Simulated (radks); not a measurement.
Values are calculated unless marked as measured or tabulated.
Exchange energies: the exact (Fock) value of the Kohn-Sham orbitals and density-functional approximations, in hartree. Species: Ga3+ [Ar] 3d10; Ga+ [Ar] 3d10 4s2; P11+ [He] 2s2. Level of theory: non-relativistic Kohn-Sham, r2SCAN, spin-polarised, spherical densities, point nucleus; meta-GGA in the generalised Kohn-Sham scheme (a radial shooting solver on a logarithmic mesh with Libxc functionals). Every spin shell is full or empty, so the densities are truly spherical. Functionals are evaluated on that one density, not self-consistently.

| functional | Ga3+ | Ga+ | P11+ |
|---|---|---|---|
| exact | -72.8364 | -73.2270 | -11.6883 |
| LDA | -68.599 | -69.079 | -10.224 |
| B88 | -72.970 | -73.462 | -11.673 |
| PBE | -72.607 | -73.107 | -11.579 |
| revPBE | -72.776 | -73.263 | -11.716 |
| OPTX | -73.489 | -73.938 | -11.686 |
| B86b | -72.973 | -73.476 | -11.679 |
| G96 | -73.148 | -73.628 | -11.679 |
| EV93 | -73.066 | -73.534 | -12.201 |
| APBE | -73.252 | -73.762 | -11.760 |
| TPSS | -72.903 | -73.377 | -11.752 |
| revTPSS | -72.372 | -72.838 | -11.726 |
| r2SCAN | -72.890 | -73.347 | -11.628 |
| MS2 | -72.629 | -73.112 | -11.751 |
| TASK | -71.050 | -71.429 | -11.307 |
| MVS | -72.921 | -73.358 | -11.603 |
